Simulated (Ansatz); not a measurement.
Geometry optimisation, Ansatz, UKS B3LYP/def2-SVP.

Input file:

```yaml
crystal:
  periodic: [false, false, false]
  atoms:
    - { symbol: B, position_ang: [0.000168, 0.288681, -0.216517] }
    - { symbol: H, position_ang: [-0.000814, 0.526713, 2.162735] }
    - { symbol: F, position_ang: [1.143544, -0.209396, -0.623389] }
    - { symbol: F, position_ang: [-1.143067, -0.209859, -0.623238] }
    - { symbol: F, position_ang: [0.00017, -0.396139, 2.08041] }
magnetization:
  spin_polarized: true
  initial_magnetization: 1
basis:
  gaussian: { orbitals: def2-SVP }
hamiltonian:
  xc: b3lyp
relax:
  f_tol: 0.03
  max_steps: 50
```

Launched with:

```bash
$ ansatz run input.yaml --threads 1 --pin off --max-ram 2048MiB --backend cpu --events-out ev --progress --plain --runs-dir out
```

Question: Where does it end, and by what steps?

Answer: The run converged. After 8 steps the energy has fallen by 0.006 eV; H2 moved furthest, 0.15 Å.

```csv
step,energy less start (eV),largest force component (eV/Å),accepted
0,0.0000,0.275,yes
1,-0.0011,0.278,yes
2,-0.0037,0.283,yes
3,-0.0047,0.178,yes
4,-0.0041,0.239,no
5,-0.0053,0.038,yes
6,-0.0058,0.049,yes
7,-0.0060,0.055,yes
8,-0.0061,0.004,yes
```

```xyz
5
Properties=species:S:1:pos:R:3
B 0.000 0.311 -0.277
H 0.000 0.518 2.311
F 1.143 -0.237 -0.622
F -1.142 -0.237 -0.622
F 0.000 -0.355 1.991
```

Whether the end is a true minimum wasn't checked by a vibrational analysis.

The run took 16 s on 1 thread of Intel(R) Xeon(R) Platinum 8488C (Sapphire Rapids), with other jobs on the host, peak memory 0.15 GiB.
